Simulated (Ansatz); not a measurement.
System: C$_{4}$H$_{10}$N, net charge 0, doublet state. It need not be the lowest isomer of its formula. SMILES: [CH2]CNCC
Coordinates optimised at B3LYP-D3(BJ)/def2-TZVP (Ansatz, a quantum-chemistry and plane-wave program):
```xyz
15

C      2.3639    -0.5061     0.0938
C      1.0524     0.0975     0.4220
N      0.1054    -0.0392    -0.6785
C     -1.1919     0.5890    -0.4457
C     -2.0697    -0.2216     0.5000
H      2.4097    -1.3584    -0.5702
H      3.2547    -0.2117     0.6300
H      1.1888     1.1496     0.7349
H      0.6228    -0.4080     1.3007
H      0.5250     0.3447    -1.5163
H     -1.0880     1.6158    -0.0546
H     -1.6914     0.6695    -1.4136
H     -1.6374    -0.2847     1.4999
H     -2.1968    -1.2368     0.1214
H     -3.0535     0.2417     0.5975
```
Charge 0, spin multiplicity 2.

Parts of the frozen-core correlation energy in cc-pwCVTZ (Ansatz, hartree). Frozen orbitals: 5; correlated occupied orbitals by spin: 16 and 15; virtual: 334 and 335. UHF or UKS for open shells. No spin-orbit coupling. No relativistic terms.

```csv
term,value
reference (HF),-211.76062
MP2 opposite-spin,-0.69564
MP2 same-spin,-0.20236
CCSD correlation,-0.95154
(T),-0.03727
T1 diagnostic,0.010
largest doubles amplitude,0.013
<S^2> of the reference,0.763
```
